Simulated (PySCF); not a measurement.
# `N#C[C@H]1C[Si@@H]1[SiH](N)N`, C3H9N3Si2

Geometry:
| atom | x (Å) | y (Å) | z (Å) |
| --- | --- | --- | --- |
| N1 | 4.160 | 0.127 | 1.577 |
| C2 | 3.194 | 0.412 | 1.025 |
| C3 | 1.993 | 0.720 | 0.369 |
| C4 | 1.736 | 0.044 | -0.982 |
| Si5 | 0.575 | -0.584 | 0.367 |
| Si6 | -1.569 | 0.200 | 0.528 |
| N7 | -2.394 | -1.099 | 1.317 |
| N8 | -2.155 | 0.469 | -1.068 |
| H9 | 1.735 | 1.771 | 0.434 |
| H10 | 1.375 | 0.709 | -1.755 |
| H11 | 2.547 | -0.577 | -1.338 |
| H12 | 1.083 | -1.839 | 0.929 |
| H13 | -1.751 | 1.515 | 1.166 |
| H14 | -2.066 | -1.433 | 2.208 |
| H15 | -3.402 | -1.107 | 1.311 |
| H16 | -2.025 | -0.239 | -1.772 |
| H17 | -3.044 | 0.922 | -1.202 |

Method used: PySCF, TDDFT CAM-B3LYP/def2-SVPD circular dichroism and optical rotation, one conformer, gas phase. Geometry: GFN2-xTB.

The molecule is flexible and this is one conformer; a measurement averages over conformers.

(1) Draw the ECD and absorption spectra from the lowest 8 states, each a Gaussian of half-width 0.25 eV at 1/e height.

## Answers

(1) 
```csv
E (eV),λ (nm),Δε (L mol⁻¹ cm⁻¹),ε (L mol⁻¹ cm⁻¹)
5.14,241,+0.48,289
5.24,237,+2.02,1220
5.34,232,+6.23,3760
5.44,228,+13.97,8420
5.54,224,+22.82,13800
5.64,220,+26.94,16600
5.74,216,+22.36,14900
5.84,212,+11.53,10400
5.94,209,+0.70,6030
6.04,205,-6.45,3360
6.14,202,-11.18,2280
6.24,199,-16.63,2180
6.34,196,-24.06,2490
6.44,192,-31.36,2740
6.54,190,-34.00,2640
6.64,187,-28.76,2170
6.74,184,-17.65,1630
6.84,181,-6.14,1420
```
Δε uses R in velocity form, ε uses f in length form. Only the states computed contribute, so the short-wavelength end is incomplete.
